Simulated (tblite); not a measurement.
Species: C8H16Si.
Numbering: `[CH2:1]=[C:2]([CH3:3])/[CH:4]=[C:5](\[SiH3:6])[CH:7]([CH3:8])[CH3:9]` (hydrogens: H10, H11 on C1; H12, H13, H14 on C3; H15 on C4; H16, H17, H18 on Si6; H19 on C7; H20, H21, H22 on C8; H23, H24, H25 on C9)

Structure optimised with GFN2-xTB, isolated species.

(1) Give the optimised bond lengths and angles.

Results:

(1) 
```csv
bond,length (bohr),order
C1=C2,2.525,double
C2–C3,2.829,single
C2–C4,2.749,single
C4=C5,2.534,double
C5–Si6,3.574,single
C5–C7,2.872,single
"C7–C8, C7–C9",2.892,single
C1–H10,2.035,single
C1–H11,2.036,single
"C3–H12, C3–H13, C3–H14",2.055,single
C4–H15,2.049,single
"Si6–H16, Si6–H17, Si6–H18",2.772,single
C7–H19,2.071,single
C8–H20 and 5 like bonds,2.056,single
```

Bonds in one row agree within 0.02 bohr and their mean is given. Orders are formal, as drawn. A selection of angles:
```csv
angle,degrees
C1–C2–C3,120.0
C1–C2–C4,118.3
C3–C2–C4,121.6
C2–C4–C5,131.8
C4–C5–Si6,128.0
C4–C5–C7,119.3
Si6–C5–C7,112.6
C5–C7–C8,108.2
C5–C7–C9,115.7
C8–C7–C9,110.0
```

Dihedral angles: C1–C2–C4–C5 172° (antiperiplanar); C2–C4–C5–Si6 -2° (synperiplanar); C4–C5–C7–C8 -98° (anticlinal). The mirror-image conformer, all signs reversed, is as good.

The 7 C–C bonds span 1.336 Å (C1=C2, drawn double) to 1.532 Å (C7–C8, drawn single), a spread of 0.196 Å. Of the pairs four or more bonds apart, C9···H15 is among the closest relative to their van der Waals radii: 2.45 Å, 85 % of the sum of Bondi's values. Si6 (SiH3 silicon) is tetrahedral (angles from 107.0° to 112.4°).

Point group: C1 (no symmetry element, even within 0.4 Å). Its lowest GFN2-xTB frequency is 10i cm⁻¹, too small to tell a flat minimum from a shallow saddle. The numbers are those of one conformer.

The numbers are calculated, not measured.
